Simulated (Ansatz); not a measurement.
Geometry optimisation, Ansatz 0.2.0, RKS PBE0-D4/6-31G*.

input.yaml

```yaml
crystal:
  periodic: [false, false, false]
  atoms:
    - { symbol: B, position_ang: [0.021145, -0.361267, -0.176493] }
    - { symbol: F, position_ang: [0.006318, -0.931704, 1.026801] }
    - { symbol: H, position_ang: [1.068872, -0.097776, -0.695504] }
    - { symbol: "N", position_ang: [-1.189622, -0.089935, -0.82435] }
    - { symbol: H, position_ang: [-2.091469, -0.276855, -0.405138] }
    - { symbol: H, position_ang: [-1.226772, 0.339462, -1.737621] }
    - { symbol: Si, position_ang: [-0.392872, 2.446298, 1.20407] }
    - { symbol: H, position_ang: [-1.810092, 2.640707, 0.788328] }
    - { symbol: H, position_ang: [-0.076919, 3.444701, 2.272929] }
    - { symbol: H, position_ang: [0.499824, 2.703649, 0.038447] }
    - { symbol: H, position_ang: [-0.171913, 1.081822, 1.706031] }
basis:
  gaussian: { orbitals: "6-31G*" }
hamiltonian:
  xc: pbe0
  dispersion: d4
relax:
  f_tol: 0.03
  max_steps: 50
```

Run as:

```bash
$ ansatz run input.yaml --threads 1 --pin off --max-ram 2048MiB --backend cpu --events-out ev --progress --plain --runs-dir out
```

Task: Where does it end, and by what steps?

Result: It converged. The force dipped under the threshold on the way, but the program's further checks kept it going. After 11 steps the energy has fallen by 0.156 eV; F2 moved furthest, 0.84 Å.

```tsv
step	energy less start (eV)	largest force component (eV/Å)	accepted
0	0.0000	0.524	yes
1	-0.1040	0.143	yes
2	-0.1301	0.404	yes
3	-0.1420	0.328	yes
4	-0.1496	0.066	yes
5	-0.1517	0.075	yes
6	-0.1532	0.142	yes
7	-0.1539	0.167	yes
8	-0.1551	0.027	yes
9	-0.1554	0.050	yes
10	-0.1548	0.110	no
11	-0.1556	0.016	yes
```

```xyz
11
Properties=species:S:1:pos:R:3
B 0.053 -0.742 -0.360
F -0.040 -1.662 0.606
H 1.115 -0.542 -0.880
N -1.086 -0.032 -0.746
H -1.996 -0.182 -0.334
H -1.070 0.661 -1.478
Si -0.467 2.671 1.275
H -1.893 2.604 0.854
H -0.276 3.879 2.127
H 0.406 2.785 0.076
H -0.110 1.459 2.058
```

Whether the end is a true minimum wasn't checked by a vibrational analysis.

The run took 45 s on 1 thread of Arm Neoverse V1, on a shared host, peak memory 0.15 GiB.
